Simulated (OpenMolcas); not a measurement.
Bi+: effect of the level shift or regulariser

```json
{
  "Program": "OpenMolcas",
  "Basis": "ANO-R3 [9s8p6d3f2g1h]",
  "Scalar Hamiltonian": "X2C, finite nucleus",
  "Active space": "4 electrons in 4 orbitals (6s 6p)",
  "State averaging": "2S+1 = 3 even, 3 roots; 2S+1 = 1 even, 6 roots; 2S+1 = 5 odd, 1 root; 2S+1 = 3 odd, 9 roots; 2S+1 = 1 odd, 8 roots",
  "Spin-orbit coupling": "RASSI with atomic mean-field integrals over the reference wave functions, term energies averaged over their components"
}
```

Methods on the same reference wave functions:
A. CASSCF
B. SS-CASPT2, IPEA 0.25 Eh, imaginary shift 0.1 Eh (closed shells correlated: 5d)
C. SS-CASPT2, IPEA 0.25 Eh, real shift 0.2 Eh (closed shells correlated: 5d)

Energies in cm⁻¹ above 6s² 6p² ³P₀, the measured ground level; measured values from NIST Handbook of Basic Atomic Spectroscopic Data.

| Level | A | B | C | Measured |
| --- | --- | --- | --- | --- |
| 6s² 6p² ³P₀ | 0.0 | 0.0 | 0.0 | 0.0 |
| 6s² 6p² ³P₁ | 11260 | 11230 | 11230 | 13325 |
| 6s² 6p² ³P₂ [57 %] | 16056 | 15240 | 15250 | 17032 |
| 6s² 6p² ¹D₂ [57 %] | 31091 | 29880 | 29890 | 33939 |
| 6s² 6p² ¹S₀ | 41312 | 41440 | 41480 | 44174 |
| 6s 6p³ ⁵S°₂ | 65556 | 75830 | 75920 | 76149 |
| 6s 6p³ ³D°₁ | 93831 | 89460 | 90820 |  |
| 6s 6p³ ³D°₂ [75 %] | 94462 | 91540 | 92840 |  |
| 6s 6p³ ³D°₃ | 99232 | 95040 | 96610 | 96062 |
| 6s 6p³ ³P°₀ | 108432 | 106820 | 107450 |  |
| 6s 6p³ ³P°₁ [68 %] | 110536 | 107580 | 108320 |  |
| 6s 6p³ ³S°₁ [54 %] | 129794 | 117150 | 117620 |  |

Deviations, from unrounded energies. A percentage is the sum of absolute deviations over the sum of measured energies, with the sign that they share, or ± where signs differ.

```json
{"Against measurement": "mean absolute deviation (cm-1)", "Levels": "6", "A": "3800", "B": "2000", "C": "1900"}
{"Against measurement": "fine structure of the ground term (%)", "Levels": "2", "A": "-10.0", "B": "-12.8", "C": "-12.8"}
{"Against measurement": "other terms of the ground configuration (%)", "Levels": "2", "A": "-7.3", "B": "-8.7", "C": "-8.6"}
{"Against measurement": "other configurations (%)", "Levels": "2", "A": "±8.0", "B": "-0.8", "C": "±0.4"}
```

C lies closest to measurement on these levels and A furthest from it. The largest miss of C in the table is 6s² 6p² ¹D₂ [57 %], by -4000 cm-1. The ranking rests on the paired levels alone, and a cruder setting can come out closer through cancelling errors.

Between B and C the level of the table that moves most is 6s 6p³ ³D°₃, by 1600 cm-1 (lowest in B, highest in C). Moves below CASPT2's spread within the term are not significant.

The mean deviations of B to C differ by less than CASPT2's widest spread within a term (380 cm-1), so their order carries little weight.

From A to B the spin-free energies of the other terms of 6s² 6p² shown, above ³P, scale by factors of 0.78 to 1.01.

The lowest spin-free term lies below A's lowest term by 0.503 hartree in B, 0.503 hartree in C.

CASPT2 breaks the degeneracy within a term, and the mean is taken; among the terms shown or strongly mixed into the levels shown the widest spread is 380 cm-1 (6s 6p³ ³D°, B). Over all roots computed the reference weight is 0.82 to 0.93 in B, 0.87 to 0.93 in C; the roots of lowest weight are the least certain, and an intruder state may touch them. Terms of s pⁿ other than that of highest spin mix with s² pⁿ⁻² d, which this space lacks; all of them can be thousands of cm-1 off, and some have no real level of that name. Spin-orbit splittings of 6p shells tend to come out small when the coupling is added on scalar orbitals. Computed and measured levels are paired by configuration, term and J; levels that our copy of the source lacks, or whose pairing is in doubt (as where it misses far off the trend of its configuration), stay unpaired and out of the deviations. Where the source uses jj or jK labels, the order within each J decides. Only configurations of the active space appear. The table leaves out levels that lie high or whose names do not pair safely across all columns.

A share in square brackets marks a mixed level and gives the weight of the term that names it, the lowest over the columns. ° marks odd parity.
